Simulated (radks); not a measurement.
Numerical settings for the thulium ion Tm3+, [Xe] 4f12. All-electron calculation, Dirac Kohn-Sham, PBE, spin-unpolarised, spherical densities, point nucleus; open shells fill j = l - 1/2 first. Program: a radial shooting solver on a logarithmic mesh with Libxc functionals. The defaults (mesh step 0.008 in ln r, mesh end at 40 bohr or more with all orbitals vanishing there, Anderson mixing 0.5 over 9 steps, residual threshold near 1e-9 with the energy settled to 1e-9 hartree or 1e-11 of itself, here a cap of 84 iterations) give E = -13580.5535 hartree and 4f7/2 at -35.058 eV in 15 iterations. Run on one thread of a shared host, so times are rough (Arm Neoverse N1): 0.23 s of CPU time, 0.23 s wall, 15 iterations on 2501 mesh points. Changes against that run (0 stands for a change within the tolerance of the run):

setting                     iterations  converged  E (mhartree)  e(4f7/2) (meV)  CPU (s)
mesh step in ln r 0.02              15        yes             0               0     0.11
mesh step in ln r 0.05              15        yes       -0.0412         -0.0574     0.06
mesh step in ln r 0.003             15        yes             0               0     0.59
mesh end (bohr) 5                   15        yes        +0.555           +24.8     0.21
mesh end (bohr) 12                  15        yes             0               0     0.22
residual threshold 0.1              11        yes             0          +0.082     0.19
residual threshold 0.01             11        yes             0          +0.082     0.19
mixing 0.2                          18        yes             0               0     0.26
linear mixing, mixing 0.8           84         no     +1.03e+05       +2.39e+04      2.3
linear mixing, mixing 0.05          84         no       +0.0486            -235     0.98
mixing history 2                    27        yes             0               0     0.34
iteration cap 2                      2         no      +4.6e+03       -6.06e+04     0.05

No run marked as converged misses the energy by more than 1 mhartree. A mesh that ends early acts as a hard wall.
